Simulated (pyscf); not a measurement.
**H₃Si–PH–GeH₃, singlet**

Gas-phase minimum from PySCF at ωB97X-D3(BJ)/def2-SVP, one conformer. 

```
P
H 1 1.4247
Si 1 2.2479 2 94.96
H 3 1.4907 1 109.51 2 -75.74
H 3 1.4914 4 109.26 1 117.35
H 3 1.4926 4 109.09 5 118.78
Ge 1 2.3067 2 95.28 3 95.54
H 7 1.5352 1 108.93 2 73.59
H 7 1.5360 8 109.48 1 -117.29
H 7 1.5378 8 109.51 9 -119.62
```

Properties at ωB97X-D3(BJ)/def2-SVP:

- Harmonic wavenumbers, unscaled: 56, 102, 137, 382, 470, 475, 493, 543, 623, 734, 794, 842, 900, 908, 925, 953, 964, 2177, 2193, 2194, 2246, 2258, 2263, 2445 cm⁻¹
- Zero-point energy: 37.3 kcal/mol
- Rotational symmetry number: 1
- Entropy of this conformer at 298 K and 1 atm, rigid rotor and harmonic oscillator, modes under 100 cm⁻¹ raised to 100: 347.4 J/(mol K)
- Dipole moment: 0.86 D

Single-point totals, which compare only within one level (frozen core for MP2 and CC):

```tsv
level	total energy (hartree)
ωB97X-D3(BJ)/def2-TZVP	-2712.09626
PBE/def2-TZVP	-2711.43471
r²SCAN/def2-TZVP	-2712.01050
B3LYP-D3(BJ)/def2-TZVP	-2712.18674
PBE0-D3(BJ)/def2-TZVP	-2711.56516
M06-2X/def2-TZVP	-2712.01918
ωB97M-D3(BJ)/def2-TZVP	-2712.17887
HF/def2-TZVPP	-2709.13676
MP2/def2-TZVPP	-2709.69135
CCSD/def2-TZVPP	-2709.74422
CCSD(T)/def2-TZVPP	-2709.76750
```

Soft torsions are taken as harmonic, which can shift the entropy by several J/(mol K). The CCSD(T) − MP2 part came from Ansatz, without density fitting, on the same reference. The frozen core leaves the outer d or s,p core shells of the metals and heavy elements correlated in the MP2 and CC values, and def2-TZVPP describes them poorly, so these totals are far from the basis limit. Elements up to Kr have no core potential and no relativistic terms here.
